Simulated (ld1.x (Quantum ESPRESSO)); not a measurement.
## In (Z = 49): one change to a TM potential, before and after

```
Element                 : In
Generator               : ld1.x (Quantum ESPRESSO) 7.5
Type                    : norm-conserving Troullier–Martins (Kleinman–Bylander form)
Functional              : PBE
Relativity              : non-relativistic
Frozen core             : [Kr] 4d10
Valence charge          : 3
Reference configuration : 5s1.5 5p1.5
Partial waves           : 5s (bound): rc 2.20 bohr; 5p (bound): rc 2.55 bohr
Local potential         : all-electron potential smoothed inside 2.10 bohr (lloc = -1)
Core correction         : Bessel-smoothed model core inside 1.55 bohr
```

All-electron outer shells of the reference configuration (PBE, non-relativistic, ld1.x):

```csv
shell,level (eV),outermost node (bohr),outermost maximum (bohr)
4p,-76.94,0.42,0.83
4d,-20.52,0.40,0.92
5s,-8.10,1.06,2.24
5p,-2.93,1.15,2.85
```

Change: local potential all-electron potential smoothed inside 2.30 bohr (lloc = -1).

Cutoffs: the cutoffs (Ry, on a coarse ladder) from which the occupation-weighted sum of valence levels, in a spherical-Bessel basis at the reference potential, stays within 10 and 1 mRy of its value at 400 Ry; they do not see the model core or the augmentation charge, which bear on the density cutoff. Errors are all-electron minus pseudo energies relative to the spin-unpolarised reference configuration.

Task: Predict the effect on cutoff, ghosts and configuration errors.

Result: The potential gets neither clearly harder nor softer (10 Ry and 25 Ry → 10 Ry and 25 Ry); of the 7 tests that both files solve, the error grows in 4 and shrinks in 0 by more than 15 % and 0.3 meV (median size 4.3 → 4.9 meV); neither file shows a bound ghost.

```csv
quantity,base,changed
"cutoff, loose",10 Ry,10 Ry
"cutoff, tight",25 Ry,25 Ry
bound ghosts,none,none
"error for 5s2 5p1, meV [ΔE -2.55 eV]",-2.8,-3.3
"error for 5s2 5p0, meV [ΔE 2.88 eV]",-4.3,-4.9
"error for 5s1 5p0, meV [ΔE 21.25 eV]",-89,-109
"error for 5s2 5p0.5, meV [ΔE -0.57 eV]",-1.9,-1.9
"error for 5s2 5p1.3, meV [ΔE -3.11 eV]",-3.1,-3.9
"error for 5s0 5p3, meV [ΔE 7.98 eV]",-31,-31
"error for 5s1 5p1, meV [ΔE 8.71 eV]",-16,-19
s: phases at 2.76 bohr within 0.05 rad from the reference energy up to (Ry; the scan ends near 5),-0.1,0.8
p: phases at 2.76 bohr within 0.05 rad from the reference energy up to (Ry; the scan ends near 5),1.7,1.9
```
